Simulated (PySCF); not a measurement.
**SMILES C=Cc1cc2ccc1-2, C₈H₆**

Geometry:
```tsv
atom	x (Å)	y (Å)	z (Å)
C1	-2.546	-0.653	0.178
C2	-1.866	0.444	-0.148
C3	-0.432	0.511	-0.159
C4	0.529	1.544	-0.463
C5	1.610	0.724	-0.208
C6	2.609	-0.200	0.078
C7	1.666	-1.235	0.380
C8	0.574	-0.420	0.128
H9	-2.032	-1.559	0.456
H10	-3.622	-0.682	0.179
H11	-2.380	1.355	-0.426
H12	0.450	2.574	-0.774
H13	3.684	-0.139	0.071
H14	1.754	-2.264	0.687
```

Theory: GIAO B97-2/pcSseg-1 magnetisability, rotational g tensor and spin-rotation constants, non-relativistic, gas phase (PySCF). Geometry: GFN2-xTB.

Question: Give the nuclear spin-rotation constants along the inertial axes (H = +C I·J) beside the isotropic shieldings.

Answer: Rotational constants 5.6318, 1.6303, 1.2643 GHz. A star marks the isotopologue with that one atom substituted, in its own axes.
| atom | isotope | Caa (kHz) | Cbb (kHz) | Ccc (kHz) | mean (kHz) | σ (ppm) |
| --- | --- | --- | --- | --- | --- | --- |
| H9 | 1H | -0.265 | 0.083 | -0.147 | -0.109 | 25.6 |
| H10 | 1H | 0.568 | -0.176 | -0.147 | 0.082 | 26.2 |
| H11 | 1H | -0.164 | 0.069 | -0.146 | -0.080 | 25.0 |
| H12 | 1H | -0.545 | 0.179 | -0.131 | -0.166 | 24.3 |
| H13 | 1H | 0.633 | -0.162 | -0.130 | 0.114 | 24.3 |
| H14 | 1H | -0.533 | 0.177 | -0.128 | -0.161 | 24.1 |
| C1 | 13C* | 2.487 | 0.542 | 0.155 | 1.062 | 63.7 |
| C2 | 13C* | 2.519 | 0.606 | 0.168 | 1.098 | 53.0 |
| C3 | 13C* | 2.423 | 0.701 | 0.219 | 1.115 | 35.8 |
| C4 | 13C* | 2.167 | 0.674 | 0.196 | 1.012 | 51.4 |
| C5 | 13C* | 2.334 | 0.726 | 0.106 | 1.056 | 55.2 |
| C6 | 13C* | 2.425 | 0.630 | 0.191 | 1.082 | 48.6 |
| C7 | 13C* | 2.237 | 0.687 | 0.188 | 1.038 | 48.1 |
| C8 | 13C* | 2.354 | 0.691 | 0.120 | 1.055 | 57.8 |

For the geometry as given, no vibrational averaging.

Question: How do the rotational constants and the g tensor change when H9, H10, H11, H12, H13, H14 are replaced by deuterium?

Answer: Constants 4.6806, 1.4389, 1.1006 GHz; g -0.0876, -0.0270, 0.0062, against -0.1054, -0.0306, 0.0071 before.
